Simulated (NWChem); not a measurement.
System: Ge₂H₆O; SMILES [GeH2]([GeH3])[OH]

Excerpt of the output:

```
             Northwest Computational Chemistry Package (NWChem) 7.3.0
             --------------------------------------------------------

 C1  symmetry detected

                             Geometry "geometry" -> ""
                             -------------------------

 Output coordinates in angstroms (scale by  1.889725989 to convert to a.u.)

  No.       Tag          Charge          X              Y              Z
 ---- ---------------- ---------- -------------- -------------- --------------
    1 O                    8.0000     1.13008255     1.92354853    -0.07320533
    2 Ge                  32.0000    -0.35779053     0.93967643    -0.00590444
    3 Ge                  32.0000     0.08934518    -1.38778206    -0.00999554
    4 H                    1.0000     1.47909242     1.93962037     0.84698417
    5 H                    1.0000    -1.23683477     1.35941389    -1.19414748
    6 H                    1.0000    -1.11572696     1.37349426     1.28619521
    7 H                    1.0000     0.14236241    -1.82741462     1.47674520
    8 H                    1.0000     1.41737453    -1.77034978    -0.69192361
    9 H                    1.0000    -1.13667706    -2.12377203    -0.62941122

 Effective nuclear repulsion energy (a.u.)     449.1701147838

                                Z-matrix (autoz)
                                --------

 Units are Angstrom for bonds and degrees for angles

[...]

      ----------------------
      Optimization converged
      ----------------------

  Step       Energy      Delta E   Gmax     Grms     Xrms     Xmax
  ---- ---------------- -------- -------- -------- -------- --------
@   20   -4232.36029345  3.3D-08  0.00001  0.00000  0.00034  0.00078
                                     ok       ok       ok       ok

                                Z-matrix (autoz)
                                --------

 Units are Angstrom for bonds and degrees for angles

[...]

 Rotational Constants
 --------------------
 A=   0.350134 cm-1  (  0.503753 K)
 B=   0.054462 cm-1  (  0.078357 K)
 C=   0.049047 cm-1  (  0.070566 K)

 Temperature                      =   298.15K
 frequency scaling parameter      =   1.0000

 Zero-Point correction to Energy  =   32.448 kcal/mol  (  0.051709 au)
 Thermal correction to Energy     =   36.760 kcal/mol  (  0.058580 au)
 Thermal correction to Enthalpy   =   37.352 kcal/mol  (  0.059524 au)

 Total Entropy                    =   83.729 cal/mol-K
   - Translational                =   41.279 cal/mol-K (mol. weight = 169.8857)
   - Rotational                   =   26.935 cal/mol-K (symmetry #  =        1)
   - Vibrational                  =   15.514 cal/mol-K

 Cv (constant volume heat capacity) =   22.881 cal/mol-K
   - Translational                  =    2.979 cal/mol-K
   - Rotational                     =    2.979 cal/mol-K
   - Vibrational                    =   16.922 cal/mol-K

[normal modes left out]

 ----------------------------------------------------------------------------
 Normal Eigenvalue ||           Projected Infra Red Intensities
  Mode   [cm**-1]  || [atomic units] [(debye/angs)**2] [(KM/mol)] [arbitrary]
 ------ ---------- || -------------- ----------------- ---------- -----------
    1       -0.000 ||    0.001143           0.026         1.114       0.188
    2       -0.000 ||    0.000137           0.003         0.134       0.023
    3       -0.000 ||    0.000003           0.000         0.003       0.001
    4        0.000 ||    0.000058           0.001         0.057       0.010
    5        0.000 ||    0.000056           0.001         0.054       0.009
    6        0.000 ||    0.000438           0.010         0.427       0.072
    7       69.206 ||    0.000653           0.015         0.637       0.107
    8      118.141 ||    0.003491           0.081         3.403       0.574
    9      201.676 ||    0.125176           2.888       122.027      20.572
   10      254.804 ||    0.003483           0.080         3.395       0.572
   11      334.655 ||    0.014733           0.340        14.363       2.421
   12      446.279 ||    0.012234           0.282        11.926       2.011
   13      515.773 ||    0.002245           0.052         2.189       0.369
   14      660.589 ||    0.082283           1.898        80.214      13.523
   15      670.562 ||    0.087249           2.013        85.054      14.339
   16      746.936 ||    0.307529           7.095       299.794      50.541
   17      801.501 ||    0.059898           1.382        58.391       9.844
   18      863.445 ||    0.023432           0.541        22.842       3.851
   19      874.978 ||    0.029319           0.676        28.582       4.818
   20      878.820 ||    0.048551           1.120        47.330       7.979
   21      976.542 ||    0.117427           2.709       114.473      19.298
   22     2064.300 ||    0.164877           3.804       160.730      27.097
   23     2098.510 ||    0.087313           2.014        85.117      14.349
   24     2112.820 ||    0.109609           2.529       106.853      18.014
   25     2123.645 ||    0.115994           2.676       113.077      19.063
   26     2132.251 ||    0.203915           4.704       198.786      33.512
   27     3763.163 ||    0.041639           0.961        40.592       6.843
 ----------------------------------------------------------------------------
```

Level: B3LYP/6-31G* (spherical d). 

Which NWChem input produces such a log?

One answer among several that fit: the input that was run:
```
start job
memory heap 200 mb stack 900 mb global 1100 mb
geometry units angstroms
  O     -1.944376     0.647781    -0.933851
  Ge    -0.947876    -0.317819     0.189049
  Ge     1.364324     0.167281     0.000849
  H     -2.044976     1.529381    -0.507851
  H     -1.250376    -1.798219    -0.089751
  H     -1.480176    -0.015119     1.623349
  H      1.673224     1.253281     1.064649
  H      1.784424     0.692281    -1.385851
  H      2.169224    -1.095119     0.433249
end
basis spherical
  * library 6-31g*
end
dft
  xc b3lyp
  iterations 150
end
driver
  maxiter 120
end
task dft optimize
task dft freq
```
